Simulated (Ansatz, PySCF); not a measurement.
Dissociation curve of SMILES [BH3-][OH2+]. The B1–O5 bond (B1 also carries H, H, H; O5 carries H, H) is pulled apart rigidly from the PBE0/def2-TZVP optimised geometry.

Methods: RCCSD(T) = CCSD(T) on RHF/cc-pVTZ, frozen core in Ansatz (a first-principles code); RKS-PBE = Ansatz with restricted PBE/cc-pVTZ; RHF/cc-pVTZ (Ansatz); UHF/STO-3G = unrestricted Hartree-Fock/STO-3G in PySCF; UHF/cc-pVTZ (Ansatz).

Energies are in kJ/mol, each relative to the lowest point of its own curve near equilibrium.

```json
[
 {"R / Å": "1.36", "RCCSD(T)": "101.4", "RKS-PBE": "99.8", "RHF": "105.9", "UHF/STO-3G": "99.1", "UHF": "105.9"},
 {"R / Å": "1.42", "RCCSD(T)": "59.6", "RKS-PBE": "59.1", "RHF": "64.1", "UHF/STO-3G": "51.7", "UHF": "64.1"},
 {"R / Å": "1.52", "RCCSD(T)": "19.6", "RKS-PBE": "19.8", "RHF": "23.4", "UHF/STO-3G": "10.3", "UHF": "23.4"},
 {"R / Å": "1.59", "RCCSD(T)": "6.3", "RKS-PBE": "6.5", "RHF": "9.1", "UHF/STO-3G": "0.6", "UHF": "9.1"},
 {"R / Å": "1.63", "RCCSD(T)": "2.3", "RKS-PBE": "2.5", "RHF": "4.4", "UHF/STO-3G": "0.0", "UHF": "4.4"},
 {"R / Å": "1.69", "RCCSD(T)": "0.0", "RKS-PBE": "0.0", "RHF": "0.8", "UHF/STO-3G": "4.2", "UHF": "0.8"},
 {"R / Å": "1.74", "RCCSD(T)": "0.5", "RKS-PBE": "0.4", "RHF": "0.0", "UHF/STO-3G": "11.2", "UHF": "0.0"},
 {"R / Å": "1.77", "RCCSD(T)": "1.6", "RKS-PBE": "1.4", "RHF": "0.3", "UHF/STO-3G": "16.6", "UHF": "0.3"},
 {"R / Å": "1.84", "RCCSD(T)": "5.8", "RKS-PBE": "5.4", "RHF": "2.4", "UHF/STO-3G": "31.5", "UHF": "2.4"},
 {"R / Å": "1.97", "RCCSD(T)": "17.2", "RKS-PBE": "16.8", "RHF": "9.4", "UHF/STO-3G": "64.1", "UHF": "9.4"},
 {"R / Å": "2.11", "RCCSD(T)": "30.9", "RKS-PBE": "31.0", "RHF": "18.3", "UHF/STO-3G": "99.7", "UHF": "18.3"},
 {"R / Å": "2.26", "RCCSD(T)": "44.8", "RKS-PBE": "46.0", "RHF": "27.4", "UHF/STO-3G": "133.3", "UHF": "27.4"},
 {"R / Å": "2.51", "RCCSD(T)": "63.7", "RKS-PBE": "67.2", "RHF": "39.9", "UHF/STO-3G": "173.7", "UHF": "39.9"},
 {"R / Å": "2.75", "RCCSD(T)": "76.7", "RKS-PBE": "82.4", "RHF": "48.7", "UHF/STO-3G": "196.3", "UHF": "48.7"},
 {"R / Å": "3.07", "RCCSD(T)": "88.2", "RKS-PBE": "96.3", "RHF": "56.8", "UHF/STO-3G": "211.1", "UHF": "56.8"},
 {"R / Å": "3.39", "RCCSD(T)": "95.5", "RKS-PBE": "104.9", "RHF": "62.2", "UHF/STO-3G": "217.4", "UHF": "62.2"},
 {"R / Å": "3.79", "RCCSD(T)": "101.2", "RKS-PBE": "111.6", "RHF": "66.6", "UHF/STO-3G": "220.7", "UHF": "66.6"},
 {"R / Å": "4.10", "RCCSD(T)": "104.0", "RKS-PBE": "115.1", "RHF": "68.9", "UHF/STO-3G": "221.9", "UHF": "68.9"},
 {"R / Å": "4.51", "RCCSD(T)": "106.5", "RKS-PBE": "118.2", "RHF": "71.0", "UHF/STO-3G": "223.0", "UHF": "71.0"},
 {"R / Å": "5.04", "RCCSD(T)": "108.4", "RKS-PBE": "120.4", "RHF": "72.6", "UHF/STO-3G": "223.8", "UHF": "72.6"},
 {"R / Å": "5.82", "RCCSD(T)": "109.5", "RKS-PBE": "121.7", "RHF": "73.7", "UHF/STO-3G": "224.4", "UHF": "73.7"}
]
```
